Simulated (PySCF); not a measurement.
# Nuclear quadrupole coupling in `CO/C(F)=C1C=C\1F`

C5H4F2O.
Z-matrix (Å and degrees, GFN2-xTB geometry), rows numbered from 1:
```
C 
O   1  1.4235
C   2  1.3479  1  115.32
F   3  1.3726  2  114.08  1    54.81
C   3  1.3101  2  126.32  1  -124.24
C   5  1.4843  3  152.19  2    -6.31
C   6  1.3132  5   61.72  3  -169.83
F   7  1.3043  5  145.97  6  -179.94
H   1  1.0873  2  105.78  3  -176.85
H   1  1.0942  2  110.82  3    64.02
H   1  1.0928  2  111.01  3   -57.86
H   6  1.0611  5  146.32  7   178.99
```

Field gradients from the PBE0/pcSseg-1 density (PySCF, non-relativistic), principal values in atomic units, ordered |Vxx| ≤ |Vyy| ≤ |Vzz|:

```json
{"atom": "O2", "Vxx": "-0.0987", "Vyy": "-1.8866", "Vzz": "1.9853"}
```

Q: Find the asymmetry η = (Vxx − Vyy)/Vzz and the couplings χ = eQV/h (234.96 MHz × Q in barn × V in au), with Q(17O) = −0.0256 b.

A: 
```
atom   environment  nucleus     η  χzz (MHz)  χxx (MHz)  χyy (MHz)
  O2  ether oxygen      17O  0.90     -11.94       0.59      11.35
```

At O2 η is above 0.9: Vyy and Vzz are nearly equal in size and opposite in sign, so a small change could swap them and flip the sign of χzz. 

Q: What is Vzz at O2 in SI units (1 au = 9.71736 × 10²¹ V/m²)?

A: 1.9853 au = 19.292 × 10²¹ V/m².

Q: And the gradient at the other heavy atoms, for which no coupling is worked out here?

A: 
```
atom                      environment  Vzz (au)     η
  C1                   methoxy carbon     0.455  0.05
  C3               vinylic C–F carbon     0.487  0.66
  F4                   vinyl fluorine     2.972  0.03
  C5  fully substituted alkene carbon    -0.039  0.87
  C6                 alkene CH carbon    -0.201  0.60
  C7               vinylic C–F carbon    -0.512  0.38
  F8                   vinyl fluorine     2.991  0.21
```

Q: What couplings would deuterons (Q(2H) = 0.00286 b) have in place of the hydrogens, at this geometry?

A: 
```
atom  bonded to  bond length (Å)  Vzz (au)     η  χzz (kHz)
  H9         C1            1.087    0.3068  0.07        206
 H10         C1            1.094    0.2931  0.08        197
 H11         C1            1.093    0.2931  0.08        197
 H12         C6            1.061    0.3690  0.03        248
```

Isolated species at its GFN2-xTB geometry (one conformer only). GFN2-xTB bond lengths can be off by several hundredths of an ångström, more for odd bonds, and the gradients follow them. A larger basis could move these couplings by a tenth or more.
